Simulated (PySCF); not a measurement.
**Spinor energies of Ce²⁹⁺ (cerium, charge +29)**

Start: [Ar] 3d10 4s1; 4s1/2 filled at m_j = +1/2. Calculated with PySCF 2.14 in an uncontracted even-tempered set (17 s from 2.6 bohr⁻², ratio 2.8; 13 p from 3.4 bohr⁻², ratio 2.8; 8 d from 6 bohr⁻², ratio 2.8; 4 f from 14 bohr⁻², ratio 3): generalised Hartree-Fock with the X2C-1e Hamiltonian and a Gaussian nucleus; one run each with spin-orbit coupling (SO) switched off, then screened by Boettger's factors.

```json
{"spinor shell": "1s1/2", "electrons": "2", "ε, spin-free (eV)": "-41675.4", "ε, screened SO (eV)": "-41670.3", "weight of nominal j (screened SO)": "1.000", "rms radius, screened SO (bohr)": "0.0280"}
{"spinor shell": "2s1/2", "electrons": "2", "ε, spin-free (eV)": "-7619.1", "ε, screened SO (eV)": "-7617.7", "weight of nominal j (screened SO)": "1.000", "rms radius, screened SO (bohr)": "0.114"}
{"spinor shell": "2p1/2", "electrons": "2", "ε, spin-free (eV)": "-6925.8", "ε, screened SO (eV)": "-7239.9", "weight of nominal j (screened SO)": "1.000", "rms radius, screened SO (bohr)": "0.0977"}
{"spinor shell": "2p3/2", "electrons": "4", "ε, spin-free (eV)": "-6925.8", "ε, screened SO (eV)": "-6787.7", "weight of nominal j (screened SO)": "1.000", "rms radius, screened SO (bohr)": "0.103"}
{"spinor shell": "3s1/2", "electrons": "2", "ε, spin-free (eV)": "-2409.2", "ε, screened SO (eV)": "-2408.8", "weight of nominal j (screened SO)": "1.000", "rms radius, screened SO (bohr)": "0.293"}
{"spinor shell": "3p1/2", "electrons": "2", "ε, spin-free (eV)": "-2182.5", "ε, screened SO (eV)": "-2248.2", "weight of nominal j (screened SO)": "1.000", "rms radius, screened SO (bohr)": "0.284"}
{"spinor shell": "3p3/2", "electrons": "4", "ε, spin-free (eV)": "-2182.5", "ε, screened SO (eV)": "-2153.4", "weight of nominal j (screened SO)": "1.000", "rms radius, screened SO (bohr)": "0.296"}
{"spinor shell": "3d3/2", "electrons": "4", "ε, spin-free (eV)": "-1870.6", "ε, screened SO (eV)": "-1882.7", "weight of nominal j (screened SO)": "1.000", "rms radius, screened SO (bohr)": "0.265"}
{"spinor shell": "3d5/2", "electrons": "6", "ε, spin-free (eV)": "-1870.6", "ε, screened SO (eV)": "-1862.4", "weight of nominal j (screened SO)": "1.000", "rms radius, screened SO (bohr)": "0.268"}
{"spinor shell": "4s1/2", "electrons": "1", "ε, spin-free (eV)": "-1094.2", "ε, screened SO (eV)": "-1094.2", "weight of nominal j (screened SO)": "1.000", "rms radius, screened SO (bohr)": "0.628"}
```

```csv
quantity,spin-free,screened SO
E (hartree),-8420.23475,-8423.97546
M_J,1/2,1/2
⟨J²⟩,0.750,0.750
⟨L²⟩,0.000,0.021
⟨S²⟩,0.750,0.771
```

Each row is a mean over spinors that exchange with the open shell spreads, by up to 4.017 eV (3s1/2).

Breit and QED terms are absent; they matter most for the inner s and p1/2 levels.

Densities and radii are taken from the X2C orbitals without a picture-change correction, which distorts them close to the nucleus.

Without spin-orbit coupling the j labels of p, d and f shells carry no meaning; the spin-free column gives the mean over the occupied spinors of each nl shell.
